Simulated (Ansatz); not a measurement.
Geometry optimisation, Ansatz 0.2.0, DFT PBEsol, scalar-relativistic, plane waves, PAW.

input.yaml

```yaml
crystal:
  lattice:
    - [8.1, 0.0, 0.0]
    - [0.0, 5.727565, 0.0]
    - [0.0, 0.0, 17.295674]
  atoms:
    - { symbol: Al, position: [0.25, 0.25, 0.05781793] }
    - { symbol: Al, position: [0.75, 0.25, 0.05781793] }
    - { symbol: Al, position: [0.25, 0.74999999, 0.05781793] }
    - { symbol: Al, position: [0.75, 0.74999999, 0.05781793] }
    - { symbol: Al, position: [0.0, 0.0, 0.14060691] }
    - { symbol: Al, position: [0.5, 0.0, 0.14060691] }
    - { symbol: Al, position: [0.0, 0.49999999, 0.14060691] }
    - { symbol: Al, position: [0.5, 0.49999999, 0.14060691] }
    - { symbol: Al, position: [0.25, 0.25, 0.22339589] }
    - { symbol: Al, position: [0.75, 0.25, 0.22339589] }
    - { symbol: Al, position: [0.25, 0.74999999, 0.22339589] }
    - { symbol: Al, position: [0.75, 0.74999999, 0.22339589] }
    - { symbol: Al, position: [0.0, 0.0, 0.30618487] }
    - { symbol: Al, position: [0.5, 0.0, 0.30618487] }
    - { symbol: Al, position: [0.0, 0.49999999, 0.30618487] }
    - { symbol: Al, position: [0.5, 0.49999999, 0.30618487] }
    - { symbol: B, position: [0.5, 0.25, 0.39580266] }
    - { symbol: H, position: [0.66666667, 0.66666666, 0.29866854] }
    - { symbol: H, position: [0.4085853, 0.41264072, 0.41768674] }
    - { symbol: H, position: [0.44610718, 0.05672189, 0.41768674] }
basis:
  ecutwfc: 420.0
kpoints:
  mp_grid: { grid: [2, 3, 1] }
hamiltonian:
  xc: pbesol
  pseudopotentials: { kind: paw, azcp: { folder: soft_1 } }
scf:
  occupations: { method: gaussian, width: 0.15 }
  lower_state_search: "off"
relax:
  f_tol: 0.03
  max_steps: 60
  adjacent_minimum: "off"
  constraints: [{ sites: [0, 1, 2, 3] }]
```

Launched with:

```bash
$ ansatz run input.yaml --threads 1 --pin off --max-ram 3072MiB --backend cpu --events-out ev --progress --plain --runs-dir out
```

Question: Where does it end, and by what steps?

Answer: The forces met the threshold. Limits of this set-up: coarse k mesh, thin slab, slab without dipole correction, PAW files made for another functional. After 15 steps the energy has fallen by 2.304 eV; H18 moved furthest, 1.59 Å. Parted: Al12–H18 (1.54 → 3.09 Å). Joined: Al9–B17 (3.60 → 2.28 Å), Al14–H18 (2.34 → 1.74 Å).

```
step  energy less start (eV)  largest force component (eV/Å)  accepted
   0                  0.0000                           2.023       yes
   1                 -0.7468                           1.118       yes
   2                 -1.1597                           0.723       yes
   3                 -1.3659                           0.695       yes
   4                 -1.5409                           0.443       yes
   5                 -1.6793                           0.250       yes
   6                 -1.7750                           0.273       yes
   7                 -1.8569                           0.243       yes
   8                 -1.9408                           0.177       yes
   9                 -2.0678                           0.293       yes
  10                 -2.1996                           0.189       yes
  11                 -2.2590                           0.200       yes
  12                 -2.2902                           0.091       yes
  13                 -2.3010                           0.086       yes
  14                 -2.3005                           0.066        no
  15                 -2.3040                           0.017       yes
```

```xyz
20
Lattice="8.1000 0.0000 0.0000 0.0000 5.7276 0.0000 0.0000 0.0000 17.2957" Properties=species:S:1:pos:R:3
Al 2.025 1.432 1.000
Al 6.075 1.432 1.000
Al 2.025 4.296 1.000
Al 6.075 4.296 1.000
Al 0.020 0.011 2.278
Al 4.050 -0.001 2.178
Al -0.004 2.867 2.265
Al 4.051 2.878 2.222
Al 2.109 1.438 3.823
Al 6.062 1.459 3.693
Al 1.985 4.289 3.630
Al 6.133 4.324 3.632
Al -0.020 0.004 4.974
Al 4.076 -0.067 4.882
Al -0.026 2.893 4.969
Al 4.096 3.064 4.967
B 3.051 1.508 5.894
H 4.250 4.412 6.083
H 2.163 1.548 6.709
H 4.079 1.016 6.426
```

Run time: 82 s on 1 thread of Intel(R) Xeon(R) 6975P-C (Granite Rapids), with other jobs on the host, peak memory 0.76 GiB.
